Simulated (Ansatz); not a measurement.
```yaml
crystal:
  periodic: [false, false, false]
  atoms:
    - {symbol: C, position_ang: [-0.163748, -0.413417, -0.564567]}
    - {symbol: Zn, position_ang: [0.304409, 0.690826, 0.962228]}
    - {symbol: H, position_ang: [0.630687, -1.129881, -0.789611]}
    - {symbol: H, position_ang: [-1.080158, -0.978385, -0.374575]}
    - {symbol: H, position_ang: [-0.325986, 0.197665, -1.456392]}
    - {symbol: H, position_ang: [0.676795, 1.569192, 2.176718]}
basis:
  gaussian: {orbitals: pcseg-2}
magnetization: {spin_polarized: true, initial_magnetization: 8}
hamiltonian: {xc: {name: PBEsol}, dispersion: d3bj}
accuracy: high
output: {forces: true}
```

```sh
$ ansatz run in.yaml --threads 4 --pin off --events-out ev --progress --plain --max-ram 10444MiB
```

Shortened log:

```
Functional definition: PBEsol
2492 factors; integrals over basis functions are off by at most 4.7e-9 eV
mean field evaluation 1: about -49320.6841 eV, gradient 1.9e2 eV
mean field evaluation 2: about -48890.8206 eV, gradient 3.2e2 eV
mean field evaluation 4: about -49414.6557 eV, gradient 6.0e1 eV
mean field evaluation 8: about -49437.4555 eV, gradient 1.1e1 eV
mean field evaluation 16: about -49437.7516 eV, gradient 8.8e-2 eV
mean field evaluation 32: about -49437.7517 eV, gradient 9.5e-7 eV
mean field -49437.75165517 eV, -1816.8038632157 hartree, gradient 2.5e-8 eV, S^2 20.003061; 10 other end points of the search recorded, 0 dependent functions left out
reference -49437.75165879 eV, -1816.8038633488 hartree; 24, 16 occupied and 118, 126 virtual orbitals, 2492 factors
Total energy: -49437.77757664 eV, -1816.8048158124 hartree
Atom 0 at    -0.163748    -0.413417    -0.564567 Å, force     1.691834     3.990331     5.517316 eV/Å
Atom 1 at     0.304409     0.690826     0.962228 Å, force    -0.223919    -0.528264    -0.730405 eV/Å
Atom 2 at     0.630687    -1.129881    -0.789611 Å, force     4.666644    -5.200090    -2.399771 eV/Å
Atom 3 at    -1.080158    -0.978385    -0.374575 Å, force    -6.038036    -4.252230     0.197109 eV/Å
Atom 4 at    -0.325986     0.197665    -1.456392 Å, force    -1.319180     3.106292    -6.571805 eV/Å
Atom 5 at     0.676795     1.569192     2.176718 Å, force     1.222656     2.883960     3.987556 eV/Å
Dipole moment:     0.002539     0.005993     0.008285 e Å
```

(1) What is wrong with this run?

Results:

(1) The spin is set far too high for this molecule. The run converged. The result belongs to that input, not to the molecule as meant.
